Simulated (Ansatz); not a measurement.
Two members of one family (SnnHm), computed with Ansatz in the gas phase; def2 core potentials for Sn, no spin–orbit coupling. Binding counts from free atoms in the multiplicity of their measured ground term, without zero-point energy. The structures are stationary points that may keep the symmetry of their start.

First: Sn4H2 (singlet, charge 0, PBE0-D4/def2-SVP geometry).

Cartesian coordinates in Å:
```
Sn -2.723 -0.449 -0.147
Sn -0.335 0.339 -1.530
Sn -0.233 -1.143 1.100
Sn 2.213 -0.517 -0.379
H 2.323 1.031 0.490
H -1.246 0.738 0.466
```

```json
{"level": "PBE-D4/def2-SVP", "HOMO (eV)": "-4.92", "LUMO (eV)": "-3.18", "gap (eV)": "1.73", "binding per atom (eV)": "2.26"}
{"level": "r2SCAN-D4/def2-TZVP", "HOMO (eV)": "-5.13", "LUMO (eV)": "-3.15", "gap (eV)": "1.98", "binding per atom (eV)": "2.20"}
{"level": "PBE0-D4/def2-SVP", "HOMO (eV)": "-5.67", "LUMO (eV)": "-2.56", "gap (eV)": "3.12", "binding per atom (eV)": "2.16"}
{"level": "PBE0-D4/def2-TZVP", "HOMO (eV)": "-5.66", "LUMO (eV)": "-2.56", "gap (eV)": "3.11", "binding per atom (eV)": "2.18"}
{"level": "HSE06-D4/def2-TZVP", "HOMO (eV)": "-5.31", "LUMO (eV)": "-2.91", "gap (eV)": "2.40", "binding per atom (eV)": "2.18"}
```

Second: Sn3H6 (singlet, charge 0, PBE0-D4/def2-SVP geometry).

```xyz
9

Sn    0.214   -0.129   -1.330
Sn    0.923   -1.117    1.779
Sn   -1.306    0.505    0.909
H     1.271   -1.243   -0.231
H    -0.160   -1.384   -2.441
H    -1.376    2.217    1.001
H    -2.889   -0.087    0.597
H     1.489    0.827   -1.963
H     1.833    0.411    1.679
```

Problem. Estimate the same table for the second.

Solution. 
```
              level  HOMO (eV)  LUMO (eV)  gap (eV)  binding per atom (eV)
    PBE-D4/def2-SVP      -5.32      -2.50      2.82                   2.20
r2SCAN-D4/def2-TZVP      -5.57      -2.40      3.17                   2.23
   PBE0-D4/def2-SVP      -6.10      -1.79      4.31                   2.18
  PBE0-D4/def2-TZVP      -6.14      -1.85      4.29                   2.20
 HSE06-D4/def2-TZVP      -5.77      -2.21      3.57                   2.20
```
